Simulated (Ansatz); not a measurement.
The same path of AlClF + ClH (5 atoms, charge 0, multiplicity 2) was run twice with different band settings.

Level of theory: UKS PBE-D4/def2-SVP in Ansatz.

Relaxed end points:

```xyz
5
Properties=species:S:1:pos:R:3
Al 0.051 0.000 -0.132
H -0.026 0.000 2.127
Cl 1.877 0.000 -1.195
F -1.420 0.000 -0.935
Cl -0.014 0.000 3.465
```

```xyz
5
Properties=species:S:1:pos:R:3
Al -0.060 0.000 -0.135
H -0.202 0.000 2.149
Cl 1.877 0.000 -0.972
F -1.427 0.000 -1.107
Cl 0.280 0.000 3.394
```

Common settings: spring 5.0 eV/Å²; optimiser quadratic models (default); start path through a guess of the saddle point; force threshold 0.05 eV/Å; iteration limit 60; end points relaxed.

| run | movable images | climbing image |
| --- | --- | --- |
| 1 | 5 | yes |
| 2 | 1 | no |

Question: What does each run give, and how far can it be trusted?

Answer: Run 1: converged after 11 iterations, highest image 0.000 eV above the first end. The highest image is an end point: on this band no image between the ends rises above it. A vibrational analysis next to that end finds imaginary modes (71i cm⁻¹), so it isn't a minimum.
Run 2: converged after 9 iterations, highest image 0.000 eV above the first end. The highest image is an end point: on this band no image between the ends rises above it. So few images can step over the top or miss a turn of the path.
